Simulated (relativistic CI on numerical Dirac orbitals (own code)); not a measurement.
## Line list: Forbidden lines, Nb³²⁺

Method of calculation: Dirac-Coulomb-Breit CI, orbitals from a KLI potential per configuration, a model potential for QED, unscaled Slater integrals (own radial code, finite nucleus).

Configuration list (outside the closed core 1s2): 2s2 2p5, 2s 2p6, 2p6 3s, 2p6 3p, 2p6 3d, 2s2 2p4 3s, 2s2 2p4 3p, 2s2 2p4 3d, 2s 2p5 3s, 2s 2p5 3p, 2s 2p5 3d, 2s2 2p4 4s, 2s2 2p4 4p, 2s2 2p4 4d, 2s2 2p4 4f, 2s 2p5 4s, 2s 2p5 4p, 2s 2p5 4d, 2s 2p5 4f, 2s2 2p3 3s2, 2s2 2p4 5s, 2s2 2p4 5p, 2s2 2p3 3s 3p, 2s2 2p4 5d, 2s2 2p4 5f, 2s2 2p4 5g, 2s2 2p3 3p2, 2s2 2p3 3s 3d, 2s2 2p3 3p 3d, 2s 2p4 3s2, 2s2 2p3 3d2, 2s 2p4 3s 3p, 2s 2p5 5s, 2s 2p4 3p2, 2s 2p5 5p, 2s 2p4 3s 3d. Levels of other configurations are missing.

```tsv
λ vac (nm)	Lower	Upper	Type	A (s⁻¹)	gf	Branching (%)
0.42693	2s2 2p5 2P°_3/2 [1]	2s 2p5 3d 2F°_7/2 [104]	E2	1.21e+10	2.64e-04	2.2
0.44097	2s2 2p5 2P°_1/2 [2]	2s 2p5 3d 2D°_5/2 [107]	E2	1.76e+11	3.08e-03	25.3
0.44145	2s2 2p5 2P°_3/2 [1]	2s 2p5 3d 2D°_5/2 [95]	E2	1.11e+11	1.94e-03	23.0
0.44149	2s 2p6 2S_1/2 [3]	2p6 3d 2D_5/2 [113]	E2	1.48e+11	2.60e-03	13.4
0.44163	2s2 2p5 2P°_3/2 [1]	2s 2p5 3d 2F°_7/2 [94]	E2	1.36e+11	3.18e-03	25.2
0.44221	2s2 2p5 2P°_3/2 [1]	2s 2p5 3d 2P°_3/2 [93]	E2	1.84e+11	2.15e-03	4.1
0.44242	2s 2p6 2S_1/2 [3]	2p6 3d 2D_3/2 [112]	E2	1.48e+11	1.74e-03	11.0
0.44247	2s2 2p5 2P°_3/2 [1]	2s 2p5 3d 2F°_5/2 [91]	E2	6.82e+10	1.20e-03	13.7
0.44264	2s2 2p5 2P°_1/2 [2]	2s 2p5 3d 2F°_5/2 [103]	E2	6.61e+10	1.16e-03	10.5
0.44266	2s2 2p5 2P°_3/2 [1]	2s 2p5 3d 2P°_1/2 [90]	E2	1.61e+11	9.46e-04	6.3
0.44620	2s2 2p5 2P°_3/2 [1]	2s 2p5 3d 2F°_7/2 [86]	E2	1.16e+11	2.78e-03	36.9
0.44642	2s2 2p5 2P°_3/2 [1]	2s 2p5 3d 2D°_5/2 [85]	E2	9.95e+10	1.78e-03	31.6
0.44658	2s2 2p5 2P°_1/2 [2]	2s 2p5 3d 4D°_5/2 [102]	E2	4.47e+10	8.01e-04	12.6
0.44799	2s2 2p5 2P°_3/2 [1]	2s 2p5 3d 4F°_7/2 [81]	E2	3.81e+10	9.17e-04	16.3
0.49020	2s2 2p5 2P°_1/2 [2]	2s2 2p4 3p 2P°_3/2 [60]	E2	2.60e+10	3.74e-04	36.7
0.49057	2s2 2p5 2P°_3/2 [1]	2s2 2p4 3p 2D°_5/2 [39]	E2	1.34e+10	2.90e-04	21.6
0.49158	2s2 2p5 2P°_3/2 [1]	2s2 2p4 3p 2F°_7/2 [37]	E2	2.40e+10	6.96e-04	48.6
0.49373	2s2 2p5 2P°_3/2 [1]	2s2 2p4 3p 2D°_3/2 [33]	E2	1.46e+10	2.13e-04	17.2
0.49450	2s2 2p5 2P°_3/2 [1]	2s2 2p4 3p 4D°_5/2 [30]	E2	7.30e+09	1.61e-04	21.9
0.50952	2s2 2p5 2P°_3/2 [1]	2s2 2p4 3p 2P°_3/2 [15]	E2	3.45e+10	5.37e-04	22.4
0.51051	2s2 2p5 2P°_1/2 [2]	2s2 2p4 3p 2D°_5/2 [39]	E2	1.76e+10	4.13e-04	28.5
0.51143	2s2 2p5 2P°_1/2 [2]	2s2 2p4 3p 2D°_3/2 [38]	E2	9.86e+09	1.55e-04	14.4
0.51378	2s2 2p5 2P°_3/2 [1]	2s2 2p4 3p 4D°_7/2 [11]	E2	7.38e+09	2.34e-04	21.3
0.51394	2s2 2p5 2P°_1/2 [2]	2s2 2p4 3p 2D°_3/2 [33]	E2	1.75e+10	2.78e-04	20.7
0.51397	2s2 2p5 2P°_3/2 [1]	2s2 2p4 3p 2D°_5/2 [10]	E2	1.60e+10	3.80e-04	41.4
0.51499	2s2 2p5 2P°_3/2 [1]	2s2 2p4 3p 2P°_1/2 [9]	E2	3.28e+10	2.60e-04	71.4
0.51702	2s2 2p5 2P°_1/2 [2]	2s2 2p4 3p 2F°_5/2 [27]	E2	2.12e+10	5.09e-04	72.2
0.51912	2s2 2p5 2P°_3/2 [1]	2s2 2p4 3p 2D°_5/2 [8]	E2	2.90e+10	7.02e-04	77.3
0.51944	2s2 2p5 2P°_1/2 [2]	2s2 2p4 3p 4D°_3/2 [22]	E2	1.12e+10	1.81e-04	39.3
0.51963	2s2 2p5 2P°_3/2 [1]	2s2 2p4 3p 4P°_3/2 [7]	E2	9.70e+09	1.57e-04	36.1
```

Terms are leading LS components. Brackets give the number of a level in order of energy, since labels repeat. The list gives strong lines, with weight on those to low levels, among the lowest 400 of 1235 levels, so that lines to higher ones, which can be the strongest, are missing. Levels whose partners in the same complex of configurations lie outside the list can be far off, and so can their lines. Rates are taken at the computed energies, electric ones in the length gauge.

At this charge energies of transitions that change n are usually good to better than 1 %, and those within a shell (Δn = 0) to a few per cent.

LS names give the leading component of a level, which can be under half, so a name can repeat, a term be missing and a line seem to break the LS rules.
